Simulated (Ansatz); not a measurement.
```yaml
crystal:
  periodic: [false, false, false]
  atoms:
    - {symbol: Au, position_ang: [-0.481286, 1.848469, -0.039069]}
    - {symbol: Au, position_ang: [0.156534, -0.601202, 0.012707]}
    - {symbol: F, position_ang: [2.013420, -0.144018, -0.100282]}
    - {symbol: F, position_ang: [-1.688668, -1.103248, 0.126644]}
basis:
  gaussian: {orbitals: def2-mTZVPP}
hamiltonian: {xc: {name: LC-wPBE}}
```

```sh
$ ansatz run in.yaml --threads 4 --pin off --events-out ev --progress --plain --max-ram 3916MiB
```

Shortened log:

```
Functional definition: LC-wPBE
956 factors; their error is unknown
360 factors; integrals over basis functions are off by at most 3.4e-5 eV
mean field evaluation 1: about -12816.3076 eV, gradient 5.0e1 eV
mean field evaluation 2: about -12814.1997 eV, gradient 6.8e1 eV
mean field evaluation 4: about -12820.2993 eV, gradient 2.2e0 eV
mean field evaluation 8: about -12820.3214 eV, gradient 1.4e-1 eV
mean field evaluation 16: about -12820.3113 eV, gradient 8.4e-4 eV
mean field -12820.31128877 eV, -471.1377499431 hartree, gradient 3.2e-5 eV, S^2 0.000000; 0 other end points of the search recorded, 0 dependent functions left out
reference -12820.31128877 eV, -471.1377499434 hartree; 28, 28 occupied and 92, 92 virtual orbitals, 956 factors
Total energy: -12820.31128877 eV, -471.1377499434 hartree
```

It took 1.4 s on 4 threads of Arm Neoverse V2 on a shared host.

In the def2 sets Au takes a core potential; there is no spin–orbit coupling. LC-ωPBE has ω = 0.4 bohr⁻¹.
